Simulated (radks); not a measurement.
Values are calculated unless marked as measured or tabulated.
Valence configurations of O (all share [He]). Level of theory: Dirac Kohn-Sham, BLYP, spin-unpolarised, spherical densities, finite nucleus; open shells fill j = l - 1/2 first; Fermi nuclear charge, rms radius 2.6991 fm (a radial shooting solver on a logarithmic mesh with Libxc functionals). Energies are relative to 2s2 2p4; eigenvalues in eV.

| valence | E (eV) | e(2p1/2) | e(2p3/2) | e(2s1/2) |
|---|---|---|---|---|
| 2s2 2p4 | 0.000 | -9.043 | -9.006 | -23.826 |
| 2s1.5 2p4.5 | 7.416 | -9.250 | -9.213 | -24.056 |
| 2s1 2p5 | 14.844 | -9.449 | -9.412 | -24.280 |
| 2p6 | 29.736 | -9.829 | -9.792 | - |

NIST lists [He] 2s2 2p4 as the ground configuration; this level of theory agrees among the configurations tried. The energies are those of spherical spin-averaged densities, not of single terms.
